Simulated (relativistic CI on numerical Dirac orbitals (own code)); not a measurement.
**Crystal-field levels of Ru⁴⁺, 4d4**

Calculated by Dirac-Coulomb-Breit CI, separate exchange-only KLI orbitals for each configuration, QED by a radiative potential, valence Slater integrals scaled by 0.9, one configuration in a parametric crystal field (own radial code). With so little scaling, terms lie 10 to 35 % too far apart, which can change the order of excited levels.

Field parameters in Wybourne normalisation: D3d B²₀ = −7Dσ, B⁴₀ = −14Dq − 21Dτ, B⁴₃ = −14√(10/7) Dq. The field is a parameter set, without covalency.

S and J are read from ⟨S²⟩ = S(S + 1) and ⟨J²⟩ = J(J + 1) of each level; they are not fictitious spins.

D3d, 10Dq = 24800, Dσ = -1200, Dτ = -30 cm⁻¹, the lowest 16 levels:

```csv
E (cm⁻¹),Degeneracy,Irrep,S,J
0.0,1,A1,1.09,4.15
456,1,A2,1.09,4.14
1027,2,E,1.09,3.99
1916,2,E,1.06,3.80
3968,2,E,1.33,3.64
4100,1,A1,1.25,3.73
6138,1,A2,1.99,2.98
6286,2,E,1.96,3.00
6474,2,E,1.94,3.04
6477,1,A1,1.93,3.13
6565,1,A2,1.94,3.09
6794,1,A1,1.82,3.19
6867,2,E,1.76,3.25
10518,1,A1,0.11,4.48
12400,2,E,0.08,4.62
14766,2,E,0.07,4.78
```

D3d, 10Dq = 24800, Dσ = -980, Dτ = -30 cm⁻¹, the lowest 16 levels:

| E (cm⁻¹) | Degeneracy | Irrep | S | J |
| --- | --- | --- | --- | --- |
| 0.0 | 1 | A1 | 1.10 | 4.15 |
| 497 | 1 | A2 | 1.09 | 4.13 |
| 1031 | 2 | E | 1.10 | 4.00 |
| 1928 | 2 | E | 1.06 | 3.80 |
| 3577 | 2 | E | 1.27 | 3.70 |
| 3719 | 1 | A1 | 1.20 | 3.77 |
| 5971 | 1 | A2 | 2.00 | 2.98 |
| 6123 | 2 | E | 1.96 | 3.00 |
| 6282 | 1 | A1 | 1.93 | 3.11 |
| 6310 | 2 | E | 1.93 | 3.04 |
| 6393 | 1 | A2 | 1.94 | 3.08 |
| 6571 | 1 | A1 | 1.85 | 3.14 |
| 6613 | 2 | E | 1.80 | 3.20 |
| 10748 | 1 | A1 | 0.10 | 4.51 |
| 12358 | 2 | E | 0.07 | 4.63 |
| 14365 | 2 | E | 0.07 | 4.77 |

D3d, 10Dq = 24800, Dσ = -760, Dτ = -30 cm⁻¹, the lowest 16 levels:

```csv
E (cm⁻¹),Degeneracy,Irrep,S,J
0.0,1,A1,1.11,4.14
549,1,A2,1.10,4.12
1035,2,E,1.11,4.00
1949,2,E,1.07,3.80
3200,2,E,1.23,3.73
3353,1,A1,1.16,3.80
5822,1,A2,2.00,2.99
5980,2,E,1.95,3.01
6105,1,A1,1.93,3.10
6167,2,E,1.93,3.04
6242,1,A2,1.93,3.08
6383,1,A1,1.88,3.11
6396,2,E,1.84,3.15
10977,1,A1,0.09,4.53
12314,2,E,0.07,4.63
13998,2,E,0.07,4.77
```

D3d, 10Dq = 24800, Dσ = -550, Dτ = -30 cm⁻¹, the lowest 10 levels:

| E (cm⁻¹) | Degeneracy | Irrep | S | J |
| --- | --- | --- | --- | --- |
| 0.0 | 1 | A1 | 1.11 | 4.14 |
| 613 | 1 | A2 | 1.11 | 4.10 |
| 1037 | 2 | E | 1.12 | 4.01 |
| 1983 | 2 | E | 1.08 | 3.80 |
| 2866 | 2 | E | 1.19 | 3.76 |
| 3026 | 1 | A1 | 1.13 | 3.82 |
| 5702 | 1 | A2 | 2.00 | 3.00 |
| 5867 | 2 | E | 1.95 | 3.02 |
| 5957 | 1 | A1 | 1.93 | 3.08 |
| 6052 | 2 | E | 1.92 | 3.04 |

D3d, 10Dq = 24800, Dσ = -330, Dτ = -30 cm⁻¹, the lowest 10 levels:

```tsv
E (cm⁻¹)	Degeneracy	Irrep	S	J
0.0	1	A1	1.12	4.14
700	1	A2	1.12	4.09
1030	2	E	1.13	4.03
2036	2	E	1.09	3.79
2562	2	E	1.15	3.78
2722	1	A1	1.10	3.84
5603	1	A2	2.00	3.00
5777	2	E	1.95	3.02
5831	1	A1	1.93	3.06
5961	2	E	1.91	3.04
```

The free-ion ground term has S = 2. The field overcomes the spin-pairing energy for D3d, 10Dq = 24800, Dσ = -1200, Dτ = -30 cm⁻¹; D3d, 10Dq = 24800, Dσ = -980, Dτ = -30 cm⁻¹; D3d, 10Dq = 24800, Dσ = -760, Dτ = -30 cm⁻¹; D3d, 10Dq = 24800, Dσ = -550, Dτ = -30 cm⁻¹; D3d, 10Dq = 24800, Dσ = -330, Dτ = -30 cm⁻¹, where the ground state has lower spin; these fields are assumed values.

Levels of this model without a field, named by their leading LS term: ⁵D0 0, ⁵D1 466, ⁵D2 1260, ⁵D3 2266, ⁵D4 3415, ³P0 17946, ³H4 18143, ³H5 19225 cm⁻¹.
